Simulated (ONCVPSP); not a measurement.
An all-electron radial function and its pseudo partner (C (Z = 6))

Columns: radius, all-electron u(r) and pseudo u(r) of the 2p shell (level -5.29 eV) of carbon in the configuration [He] 2s2 2p2; PBE, scalar-relativistic, ONCV scheme, ONCVPSP 4.0.1.

```csv
r (bohr),all-electron,pseudo
0.145,0.0879,0.0261
0.290,0.2436,0.1004
0.435,0.3924,0.2115
0.580,0.5120,0.3428
0.725,0.6006,0.4763
0.870,0.6606,0.5953
1.015,0.6948,0.6874
1.160,0.7082,0.7461
1.305,0.7055,0.7707
1.450,0.6910,0.7655
1.595,0.6683,0.7380
1.740,0.6400,0.6964
1.885,0.6083,0.6484
2.030,0.5747,0.5997
2.175,0.5403,0.5537
2.320,0.5060,0.5120
2.465,0.4724,0.4744
2.610,0.4399,0.4403
2.755,0.4088,0.4089
2.900,0.3793,0.3793
3.045,0.3514,0.3514
3.190,0.3252,0.3252
3.335,0.3007,0.3007
3.480,0.2777,0.2777
3.625,0.2564,0.2564
3.770,0.2365,0.2365
```

How many radial nodes do the two functions have?

The all-electron 2p function has n − l − 1 = 0; the pseudo-wave has 0.

At about which radius was the pseudo-wave matched?

2.90 bohr. The columns agree to 0.0005 from 2.61 bohr on; several derivatives are matched, so the curves merge somewhat inside the radius.

Is the pseudo-wave norm-conserving?

Yes: the ONCV scheme keeps the norm inside the radius equal to the all-electron one, which fixes the energy derivative of the logarithmic derivative at the level.
